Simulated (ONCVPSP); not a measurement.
# What one change does to a pseudopotential (beryllium (Be), ONCV)

```
Element                 : Be (Z = 4)
Generator               : ONCVPSP 4.0.1
Type                    : optimised norm-conserving Vanderbilt (ONCV)
Functional              : LDA (Perdew-Zunger)
Relativity              : fully relativistic
Frozen core             : [He]
Valence charge          : 2
Reference configuration : 2s2
Partial waves           : 2s: rc 1.40 bohr, ncon 5, nbas 8, qcut 5.3 1/bohr, 2 projectors, debl 0.4 Ha; p scattering state at 0.08 Ha: rc 1.10 bohr, ncon 3, nbas 7, qcut 6.8 1/bohr, 2 projectors, debl 2.6 Ha; d scattering state at 0.16 Ha: rc 1.35 bohr, ncon 5, nbas 8, qcut 6.2 1/bohr, 2 projectors, debl 3.4 Ha
Local potential         : polynomial inside 1.00 bohr (lpopt 5, dvloc0 0 Ha)
Core correction         : Teter function, fcfact 1.75, rcfact 1.35
```

Open shells are filled in proportion to 2j + 1.

Change: core correction Teter function, fcfact 5.6, rcfact 1.35.

Cutoffs: the cutoffs (Ha) at which the residual kinetic energy of the hardest occupied pseudo-wave falls to 1 and 0.1 mHa per electron; they do not see the model core or the augmentation charge, which bear on the density cutoff. Errors are all-electron minus pseudo energies relative to the spin-unpolarised reference configuration.

Problem. What does the change do?

Solution. The potential gets neither clearly harder nor softer (16 Ha and 73 Ha → 16 Ha and 73 Ha); both files keep a bound ghost (s); of the 4 tests that both files solve, the error grows in 0 and shrinks in 4 by more than 15 % and 0.3 meV (median size 7.5 → 3.6 meV). A model core, the more so a compact one, raises the density cutoff, which this test does not measure.

```tsv
quantity	base	changed
cutoff, loose	16 Ha	16 Ha
cutoff, tight	73 Ha	73 Ha
bound ghosts	s	s
GHOST(+) flags under 300 eV	none	none
error for 2s1, meV [ΔE 9.52 eV]	+11	+3.8
error for 2s1.5, meV [ΔE 3.75 eV]	+1.6	+0.6
error for 2s1 2p1, meV [ΔE 3.52 eV]	+4.1	+3.3
error for 2s0 2p2, meV [ΔE 7.07 eV]	+17	+13
s: phases at 1.42 bohr within 0.05 rad from the reference energy up to (Ha; the scan ends near 5)	to the end of the scan	to the end of the scan
p3/2: phases at 1.12 bohr within 0.05 rad from the reference energy up to (Ha; the scan ends near 5)	to the end of the scan	to the end of the scan
p1/2: phases at 1.12 bohr within 0.05 rad from the reference energy up to (Ha; the scan ends near 5)	to the end of the scan	to the end of the scan
d5/2: phases at 1.37 bohr within 0.05 rad from the reference energy up to (Ha; the scan ends near 5)	to the end of the scan	to the end of the scan
d3/2: phases at 1.37 bohr within 0.05 rad from the reference energy up to (Ha; the scan ends near 5)	to the end of the scan	to the end of the scan
rms error of d²Exc/dni dnj with the model core, mHa	1.51	0.20
```

Base: These tests converged, but a pseudo level misses the all-electron one widely, so the file describes the atom poorly there or has found another state: 2s0 2p2: empty 2s by 13.8 eV. Changed file: These tests converged, but a pseudo level misses the all-electron one widely, so the file describes the atom poorly there or has found another state: 2s0 2p2: empty 2s by 13.8 eV. A true bound ghost makes a file unfit for plane-wave use even where its test errors are small: the radial tests pick states by their node count and pass the ghost by.
